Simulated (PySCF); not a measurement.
This script is equivalent to a calculation on Al(2+) (aluminium, charge +2).

```python
from pyscf import gto, scf, dft, mp, cc
import basis_set_exchange as bse
mol = gto.M(atom="Al 0 0 0", charge=2, spin=1, symmetry="D2h",
            basis=gto.basis.parse(bse.get_basis("x2c-SVPall", elements=["Al"], fmt="nwchem", header=False)),
            nucmod="G")
mf = scf.UHF(mol).sfx2c1e()
mf.irrep_nelec = {'Ag': (3, 2), 'B1u': (1, 1), 'B2u': (1, 1), 'B3u': (1, 1)}
mf.kernel()
```

Q: What total energy does it give?

A: -241.37161 hartree (calculated).

Q: Which occupied shell lies highest, and where?

A: 3s α, at -27.920 eV.

Q: What is ⟨S²⟩, and what would a pure spin state give?

A: 0.750, against 0.75.
